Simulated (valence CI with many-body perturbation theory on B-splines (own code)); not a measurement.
Sensitivity of CI+MBPT for Pt LXXIV

Calculated by valence CI with perturbative core correlation (CI+MBPT): three valence electrons over a frozen Dirac-Fock core [He], radial functions for each j: 6 s, 6 p, 5 d, 3 f, 1 g, with the one-electron correlation potential Σ1 (screened to all orders), the two-electron term Σ2, the three-electron term Σ3, Breit, model QED; selected single and double excitations, second order for the rest, scaled by the run's own slope (own B-spline code, finite nucleus).

The last digits are not significant, and no measured levels were compared; by estimate large intervals hold to a few tenths of a per cent, small ones and those within an open d or f shell to about a per cent.

The reference run has the lowest level (2s^2 2p1/2) J=1/2 and an ionisation energy of 21273.3 eV. Its largest variational space holds 3236 state functions.

Levels are named by their leading jj configuration (3d3/2^4 stands for four electrons in 3d with j = 3/2), which in mixed levels can hold well under half, so a name can repeat and another be missing. Letters in brackets count levels of one name in rising energy.

Changed runs:
A. averaging of valence orbitals over low configurations on → off
B. cutoff of virtual states (hartree) 12168 → 38520
C. screening of Σ1 on → off
D. box radius (bohr) 0.78876 → 0.48 (bad on purpose)

Excitation energies of the reference run in Ry, and shifts in cm⁻¹:

```csv
Level,Reference,A,B,C,D
(2s 2p1/2^2) J=1/2,21.89,+211,+106,+0.2,-124
(2s^2 2p3/2) J=3/2,136.99,-2.4,+184,-0.3,+1.8
(2s 2p1/2 2p3/2) J=3/2 [a],152.46,+141,+276,-0.1,-127
(2s 2p1/2 2p3/2) J=5/2,155.54,+138,+281,-0.1,-146
(2s 2p1/2 2p3/2) J=1/2,161.34,+152,+285,-0.1,-128
(2s 2p1/2 2p3/2) J=3/2 [b],161.47,+141,+284,-0.1,-134
(2p1/2^2 2p3/2) J=3/2,184.09,+325,+353,+0.1,-217
(2s 2p3/2^2) J=5/2,290.76,+122,+456,-0.3,-125
(2s 2p3/2^2) J=1/2,299.41,+209,+459,-0.4,-90
(2s 2p3/2^2) J=3/2,299.45,+123,+462,-0.4,-118
(2p1/2 2p3/2^2) J=3/2,317.13,+253,+525,-0.1,-221
(2p1/2 2p3/2^2) J=5/2,318.79,+238,+525,-0.2,-239
Ionisation energy (eV),21273.3,-0.0021,+0.033,-0.001,-0.0014
```
